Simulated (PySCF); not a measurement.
A GIAO shielding run with PySCF (density fitting, non-relativistic, gas phase) on SMILES CCC[Si@H](N)OCC, C$_{5}$H$_{15}$NOSi:

```
$ OMP_NUM_THREADS=1 python probes_run.py task.json out

{"job": {"kind": "nmr", "xc": "PBE0", "basis": "pcSseg-1"}, "charge": 0, "multiplicity": 1}
C     -3.693138     0.834667     0.923948
C     -2.577073     0.325193     0.024776
C     -1.179619     0.674880     0.532362
Si     0.212102     0.014955    -0.521971
N      0.128320    -1.708224    -0.605180
O      1.596691     0.642126     0.177850
C      2.888013     0.473538    -0.345422
C      3.584214    -0.735878     0.246775
H     -3.657250     1.931876     1.020831
H     -3.608525     0.413889     1.939073
H     -4.686915     0.566187     0.532757
H     -2.710847     0.733800    -0.992518
H     -2.656881    -0.769543    -0.088634
H     -1.052513     1.768436     0.617466
H     -1.032985     0.284150     1.556546
H      0.168265     0.459544    -1.951315
H      0.503114    -2.218245    -1.395401
H      0.098483    -2.284063     0.228183
H      3.466117     1.387138    -0.121918
H      2.861060     0.386997    -1.451110
H      3.626161    -0.653192     1.343329
H      3.035409    -1.656702    -0.002815
H      4.612953    -0.826749    -0.135291
```

Hardware: 1 thread of an Intel Xeon 6975P-C, shared host. The job also computes population analyses, field gradients.

**Question.** How large is the calculation?

**Answer.** 74 electrons, 218 basis functions and 1147 auxiliary functions.

**Question.** How long does it take, and how much memory does it need?

**Answer.** 36 s of wall time, with 13 SCF cycles and 4 response iterations; peak memory 1 GiB. Times on a shared host scatter by some tens of per cent.

**Question.** And these other runs on the same molecule and hardware: GIAO shielding at mPW1PW91/pcSseg-1?

**Answer.** mPW1PW91/pcSseg-1: 218 functions, 27 s.
